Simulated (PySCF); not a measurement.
Nuclear quadrupole coupling in `ClB1OCCO1`

C2H4BClO2.
Cartesian coordinates in Å at the PBE0-D3(BJ)/def2-SVP level; atoms count from 1:
```
atom  x, y, z in Å
Cl1   -4.5049    4.9349    4.3600
B2    -3.3377    3.8032    3.7210
O3    -3.6471    2.5113    3.4436
C4    -2.4759    1.8895    2.9373
C5    -1.3949    2.9949    2.9513
O6    -2.0511    4.1468    3.4583
H7    -2.6770    1.5079    1.9240
H8    -2.2134    1.0330    3.5777
H9    -1.0015    3.2145    1.9465
H10   -0.5434    2.7456    3.6035
```

Field gradients from the PBE0/pcSseg-1 density (PySCF, non-relativistic), principal values in atomic units, ordered |Vxx| ≤ |Vyy| ≤ |Vzz|:

```csv
atom,Vxx,Vyy,Vzz
Cl1,-0.8403,-1.5974,2.4377
B2,-0.0943,-0.1646,0.2589
O3,-0.5933,-0.9860,1.5793
O6,-0.5934,-0.9864,1.5797
```

Task: Find the asymmetry η = (Vxx − Vyy)/Vzz and the couplings χ = eQV/h (234.96 MHz × Q in barn × V in au), with Q(35Cl) = −0.0817 b, Q(11B) = 0.04059 b, Q(17O) = −0.0256 b.

Result: 
```json
{"atom": "Cl1", "environment": "chlorine bonded to B", "nucleus": "35Cl", "η": "0.31", "χzz (MHz)": "-46.79", "χxx (MHz)": "16.13", "χyy (MHz)": "30.66"}
{"atom": "B2", "environment": "three-coordinate boron", "nucleus": "11B", "η": "0.27", "χzz (MHz)": "2.469", "χxx (MHz)": "-0.899", "χyy (MHz)": "-1.570"}
{"atom": "O3", "environment": "boron-bound oxygen", "nucleus": "17O", "η": "0.25", "χzz (MHz)": "-9.50", "χxx (MHz)": "3.57", "χyy (MHz)": "5.93"}
{"atom": "O6", "environment": "boron-bound oxygen", "nucleus": "17O", "η": "0.25", "χzz (MHz)": "-9.50", "χxx (MHz)": "3.57", "χyy (MHz)": "5.93"}
```

The tensor is traceless: Vxx + Vyy + Vzz = 0.

Task: What is Vzz at Cl1 in SI units (1 au = 9.71736 × 10²¹ V/m²)?

Result: 2.4377 au = 23.688 × 10²¹ V/m².

Task: And the gradient at the other heavy atoms, for which no coupling is worked out here?

Result: 
```
atom                 environment  Vzz (au)     η
  C4  sp3 carbon bound to oxygen     0.412  0.24
  C5  sp3 carbon bound to oxygen     0.412  0.24
```

Task: What couplings would deuterons (Q(2H) = 0.00286 b) have in place of the hydrogens, at this geometry?

Result: 
```json
{"atom": "H7", "bonded to": "C4", "bond length (Å)": "1.101", "Vzz (au)": "0.2781", "η": "0.05", "χzz (kHz)": "187"}
{"atom": "H8", "bonded to": "C4", "bond length (Å)": "1.101", "Vzz (au)": "0.2781", "η": "0.05", "χzz (kHz)": "187"}
{"atom": "H9", "bonded to": "C5", "bond length (Å)": "1.101", "Vzz (au)": "0.2782", "η": "0.05", "χzz (kHz)": "187"}
{"atom": "H10", "bonded to": "C5", "bond length (Å)": "1.101", "Vzz (au)": "0.2781", "η": "0.05", "χzz (kHz)": "187"}
```

Isolated species at its PBE0-D3(BJ)/def2-SVP geometry, gas phase. The small basis limits the accuracy of the gradients.
